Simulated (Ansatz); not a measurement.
Calculated with Ansatz (gas phase, PBE0-D4/def2-TZVP geometries, no zero-point term in ΔE). CCSD(T)/CBS adds triple-zeta CCSD(T) − MP2 to the extrapolated MP2 energy (def2 sets, frozen cores). This one scheme is used for every species. DFT in def2-TZVPP. B3LYP here is the variant with VWN-RPA as its local correlation; programs differ in this. HSE06 is defined as in plane-wave codes. For Se outer-core shells are correlated without core-valence functions, which leaves a few kJ/mol of doubt a bond. Scalar relativity is left out up to krypton. One conformer a species, not always the lowest.

Consider the formal exchange of groups at the Se–Si bond: `B[Se][SiH2][SiH3]` + `C=C` → `B[Se]C=C` + `[SiH3][SiH3]`.

```json
{"level": "LDA (SPW92)", "ΔE (kJ/mol)": "74.7", "difference from CCSD(T)/CBS": "-15.8"}
{"level": "PBE-D4", "ΔE (kJ/mol)": "81.3", "difference from CCSD(T)/CBS": "-9.2"}
{"level": "revPBE-D4", "ΔE (kJ/mol)": "80.0", "difference from CCSD(T)/CBS": "-10.5"}
{"level": "BLYP-D4", "ΔE (kJ/mol)": "79.7", "difference from CCSD(T)/CBS": "-10.8"}
{"level": "B97M-V", "ΔE (kJ/mol)": "81.0", "difference from CCSD(T)/CBS": "-9.5"}
{"level": "PBE0-D4", "ΔE (kJ/mol)": "87.3", "difference from CCSD(T)/CBS": "-3.2"}
{"level": "B3LYP-D4", "ΔE (kJ/mol)": "85.0", "difference from CCSD(T)/CBS": "-5.5"}
{"level": "r2SCANh-D4", "ΔE (kJ/mol)": "86.1", "difference from CCSD(T)/CBS": "-4.4"}
{"level": "HSE06-D4", "ΔE (kJ/mol)": "87.2", "difference from CCSD(T)/CBS": "-3.3"}
{"level": "BHLYP-D4", "ΔE (kJ/mol)": "92.6", "difference from CCSD(T)/CBS": "2.1"}
{"level": "CAM-B3LYP-D4", "ΔE (kJ/mol)": "83.9", "difference from CCSD(T)/CBS": "-6.6"}
{"level": "ωB97X-V", "ΔE (kJ/mol)": "85.4", "difference from CCSD(T)/CBS": "-5.1"}
{"level": "ωB97M-V", "ΔE (kJ/mol)": "88.0", "difference from CCSD(T)/CBS": "-2.5"}
{"level": "PBE-QIDH", "ΔE (kJ/mol)": "87.7", "difference from CCSD(T)/CBS": "-2.8"}
{"level": "PBE", "ΔE (kJ/mol)": "78.1", "difference from CCSD(T)/CBS": "-12.4"}
{"level": "revPBE", "ΔE (kJ/mol)": "78.0", "difference from CCSD(T)/CBS": "-12.5"}
{"level": "BLYP", "ΔE (kJ/mol)": "74.3", "difference from CCSD(T)/CBS": "-16.2"}
{"level": "r2SCAN", "ΔE (kJ/mol)": "83.0", "difference from CCSD(T)/CBS": "-7.5"}
{"level": "PBE0", "ΔE (kJ/mol)": "84.1", "difference from CCSD(T)/CBS": "-6.4"}
{"level": "B3LYP", "ΔE (kJ/mol)": "79.8", "difference from CCSD(T)/CBS": "-10.7"}
{"level": "r2SCANh", "ΔE (kJ/mol)": "85.0", "difference from CCSD(T)/CBS": "-5.5"}
{"level": "r2SCAN0", "ΔE (kJ/mol)": "87.8", "difference from CCSD(T)/CBS": "-2.7"}
{"level": "HSE06", "ΔE (kJ/mol)": "84.1", "difference from CCSD(T)/CBS": "-6.4"}
{"level": "BHLYP", "ΔE (kJ/mol)": "85.9", "difference from CCSD(T)/CBS": "-4.6"}
{"level": "CAM-B3LYP", "ΔE (kJ/mol)": "80.3", "difference from CCSD(T)/CBS": "-10.2"}
{"level": "LC-ωPBE", "ΔE (kJ/mol)": "85.0", "difference from CCSD(T)/CBS": "-5.5"}
{"level": "RPA@PBE/def2-TZVPP", "ΔE (kJ/mol)": "78.8", "difference from CCSD(T)/CBS": "-11.7"}
{"level": "HF/def2-SVP", "ΔE (kJ/mol)": "92.3", "difference from CCSD(T)/CBS": "1.8"}
{"level": "CCSD/def2-SVP", "ΔE (kJ/mol)": "86.4", "difference from CCSD(T)/CBS": "-4.1"}
{"level": "HF/def2-TZVPP", "ΔE (kJ/mol)": "92.1", "difference from CCSD(T)/CBS": "1.6"}
{"level": "MP2/def2-TZVPP", "ΔE (kJ/mol)": "85.2", "difference from CCSD(T)/CBS": "-5.3"}
{"level": "SCS-MP2/def2-TZVPP", "ΔE (kJ/mol)": "83.0", "difference from CCSD(T)/CBS": "-7.5"}
{"level": "CCSD/def2-TZVPP", "ΔE (kJ/mol)": "84.9", "difference from CCSD(T)/CBS": "-5.6"}
{"level": "CCSD(T)/def2-TZVPP", "ΔE (kJ/mol)": "83.4", "difference from CCSD(T)/CBS": "-7.1"}
{"level": "HF/def2-QZVPP", "ΔE (kJ/mol)": "91.8", "difference from CCSD(T)/CBS": "1.3"}
{"level": "MP2/def2-QZVPP", "ΔE (kJ/mol)": "89.1", "difference from CCSD(T)/CBS": "-1.4"}
{"level": "SCS-MP2/def2-QZVPP", "ΔE (kJ/mol)": "86.7", "difference from CCSD(T)/CBS": "-3.8"}
{"level": "HF/CBS(def2)", "ΔE (kJ/mol)": "91.8", "difference from CCSD(T)/CBS": "1.3"}
{"level": "MP2/CBS(def2)", "ΔE (kJ/mol)": "92.3", "difference from CCSD(T)/CBS": "1.8"}
{"level": "CCSD/CBS(def2)", "ΔE (kJ/mol)": "92.0", "difference from CCSD(T)/CBS": "1.5"}
{"level": "CCSD(T)/CBS", "ΔE (kJ/mol)": "90.5", "difference from CCSD(T)/CBS": "0"}
```

Largest T1 diagnostic among the species: 0.014.

The D4 term adds +5.2 kJ/mol with B3LYP and +3.1 kJ/mol with PBE0; it sums over pairs of atoms, weighted by their polarisabilities, and B3LYP, whose exchange is more repulsive, gets the larger term. At CCSD(T), def2-SVP lies −6.0 kJ/mol from the extrapolated value and def2-TZVPP −7.1 kJ/mol.
